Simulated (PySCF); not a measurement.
Compound: [AlBr3(PMe3)], C₃H₉AlBr₃P.
Bonds: C1–P2, P2–C3, P2–C4, P2–Al5, Al5–Br6, Al5–Br7, Al5–Br8. Hydrogens: H9, H10, H11 on C1; H12, H13, H14 on C3; H15, H16, H17 on C4.

Level of theory: PBE0-D3(BJ)/def2-SVP geometry optimisation, gas phase in PySCF 2.14.0.

(1) How far are the bound atoms from Al5?

(2) List the angles at Al5.

(3) What is the shape at Al5?

(4) What are the other bond lengths?

(5) Give some angles away from the centre.

Answers

(1) 4 atoms: Br8 2.283 Å, Br7 2.286 Å, Br6 2.288 Å, P2 2.395 Å. The nearest atom not counted as bound is C3, at 3.50 Å.

(2) 
| angle | degrees | distance of the outer atoms (Å) |
| --- | --- | --- |
| Br6–Al5–Br8 | 116.9 | 3.90 |
| Br6–Al5–Br7 | 116.7 | 3.89 |
| Br7–Al5–Br8 | 115.6 | 3.87 |
| P2–Al5–Br8 | 101.8 | 3.63 |
| P2–Al5–Br6 | 101.5 | 3.63 |
| P2–Al5–Br7 | 99.9 | 3.58 |

(3) Distorted tetrahedral: angles from 99.9° to 116.9°; τ4 = (360° − α − β)/141° = 0.90 with α and β the two widest (0 for a square, 1 for a tetrahedron).

(4) C1–P2, P2–C3, P2–C4 1.817 Å; C1–H9 and 8 like bonds 1.100 Å.

(5) C1–P2–C3 106.6°, C1–P2–Al5 112.0°.

Point group: near C3v, missed by 0.22 Å at most; the miss may be what the optimiser left on a soft mode. Charge 0, singlet. Stationary, but not proved a minimum.

The run took 3.8 min on Arm Neoverse V2, one thread, on a shared host, and the process peaked at 1.6 GiB of memory. These figures are those of the optimisation.

Shape of the structure used: `[CH3:1][P+:2]([CH3:3])([CH3:4])[Al-:5]([Br:6])([Br:7])[Br:8]`: C1–P2–Al5–Br6 176°.
